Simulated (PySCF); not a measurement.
Si(I)2(OH)2 (H2I2O2Si), SMILES O[Si](O)(I)I.

Geometry: PBE-D3(BJ)/def2-SVP. The structure was generated by enumeration, and PubChem lists no compound with its InChIKey, so it may never have been made. The def2 effective core potentials stand for the cores of I; spin–orbit coupling is left out. One conformer was computed; it need not be the lowest.

Method: PySCF with PBE/def2-TZVP.

Isolated molecule, no solvent.

Computed frontier levels, gap, dipole moment and polarisability:
```yaml
highest_occupied_level: -6.58 eV
lowest_empty_level: -2.17 eV
orbital_gap: 4.41 eV
dipole_moment: 1.35 D
quadrupole, principal values (traceless, Buckingham form, about the centre of nuclear charge): -9.73, 3.89, 5.84 D·Å
mean_static_polarisability: 97.4 bohr³ (14.43 Å³)
polarisability_principal_values: 75.3, 89.2, 127.5 bohr³
```
